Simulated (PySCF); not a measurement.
F4Se, SMILES F[Se-](F)(F)F, charge -1, multiplicity 2. Atoms are numbered in the order given.

```xyz
5

Se     0.0000     0.0000     0.3985
F      1.8866     0.0000     0.2908
F     -1.8866     0.0000     0.2908
F      0.0000     1.2052    -1.0436
F      0.0000    -1.2052    -1.0436
```
Charge -1, spin multiplicity 2.

Coordinates come from a TPSSh-D3(BJ)/def2-SVPD optimisation.

Method: PySCF with B3LYP/def2-SVPD.

Gas-phase values at a fixed geometry.

Question: Estimate the frontier levels, dipole moment and polarisability. (The exact figures need the calculation; the answer reports its results.)

Answer: 
The α spin, highest occupied and lowest empty level comes out as -0.61 and 2.83 eV and the β spin, highest occupied and lowest empty level is -4.14 and 2.15 eV. The dipole moment about the centre of nuclear charge comes out as 2.60 D and the mean static polarisability is 48.0 bohr³ (7.12 Å³). The polarisability, principal values is 45.1, 46.5, 52.5 bohr³ and the ⟨S²⟩ comes out as 0.753 (pure state 0.75).
